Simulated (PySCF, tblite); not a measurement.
Isomers of C6H6F (doublet state), one GFN2-xTB conformer each. Single-point energies are computed at B3LYP/pcH-1 (PySCF, gas phase, no added dispersion term), electronic only. GFN2-xTB treats the open shell by occupation alone, and not every SCF solution was tested for stability.

```json
{"SMILES": "FC[C]1C=CC=C1", "GFN2-xTB relative energy (kcal/mol)": "6.1"}
{"SMILES": "F[C@@]12C=C[C@@H]1[CH]C2", "GFN2-xTB relative energy (kcal/mol)": "49.0"}
{"SMILES": "CC1=C(F)[CH]C=C1", "GFN2-xTB relative energy (kcal/mol)": "0.0"}
```

Conformers: `[F:1][CH2:2][C:3]1[CH:4]=[CH:5][CH:6]=[CH:7]1` (doublet state) with F1–C2–C3–C4 0°.

Q: What does B3LYP/pcH-1 give for the same structures?

A: 
| SMILES | B3LYP/pcH-1 E (Eh) | B3LYP/pcH-1 (kcal/mol) | GFN2-xTB (kcal/mol) | point group |
| --- | --- | --- | --- | --- |
| CC1=C(F)[CH]C=C1 | -332.04267 | 0.0 | 0.0 | near Cs |
| FC[C]1C=CC=C1 | -332.03461 | 5.1 | 6.1 | Cs |
| F[C@@]12C=C[C@@H]1[CH]C2 | -331.94948 | 58.5 | 49.0 | – |

Both levels put the same isomer lowest; measured from each level's own lowest isomer, the values differ by up to 9.5 kcal/mol (F[C@@]12C=C[C@@H]1[CH]C2: 49.0 against 58.5). As drawn, the highest has a four-membered ring, which the lowest lacks.

Q: What happens when harmonic zero-point energies from GFN2-xTB frequencies are added?

A: 
```tsv
SMILES	ZPE (kcal/mol)	electronic (kcal/mol)	with ZPE (kcal/mol)
CC1=C(F)[CH]C=C1	60.8	0.0	0.0
FC[C]1C=CC=C1	60.7	5.1	5.0
F[C@@]12C=C[C@@H]1[CH]C2	60.8	58.5	58.4
```

The zero-point energies span 0.1 kcal/mol. The order is unchanged.

Q: As an exercise, what shares would exp(−E/RT) give at 1000 K from these electronic energies alone (no entropy, no degeneracies)?

A: RT = 1.987 kcal/mol: CC1=C(F)[CH]C=C1 92.7 %, FC[C]1C=CC=C1 7.3 %, F[C@@]12C=C[C@@H]1[CH]C2 under 0.1 %.
